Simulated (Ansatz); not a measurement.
`B[S][ZnH]` + `[F][GaH2]` → `[F][GaH][ZnH]` + `BS`  (formal exchange of groups at a Zn–S bond)

Gas-phase electronic energies from Ansatz, PBE0-D4/def2-TZVP geometries. CCSD(T)/CBS adds triple-zeta CCSD(T) − MP2 to the extrapolated MP2 energy (def2 sets, frozen cores). This one scheme is used for every species. Functionals use def2-TZVPP. For Ga, Zn outer-core shells are correlated without core-valence functions, which leaves a few kJ/mol of doubt a bond. Scalar relativity is left out up to krypton.

CCSD(T)/CBS gives +0.49 eV.

Q: Another level gave +0.28 eV. Which?
A. CCSD/def2-TZVPP
B. revPBE/def2-TZVPP
C. BLYP/def2-TZVPP
D. PBE-QIDH/def2-TZVPP

A: C. BLYP 0.28, PBE-QIDH 0.53, CCSD/def2-TZVPP 0.47, revPBE 0.34 eV.

Largest T1 diagnostic among the species: 0.017.

From PBE to PBE0 (25 % exact exchange), in def2-TZVPP and without D4, ΔE moves by +0.05 eV. In def2-TZVPP, CCSD(T) changes the Hartree–Fock value by +0.05 eV (the triples alone add +0.02 eV) and MP2 by +0.14 eV. At CCSD(T), def2-SVP lies −0.05 eV from the extrapolated value and def2-TZVPP +0.01 eV.
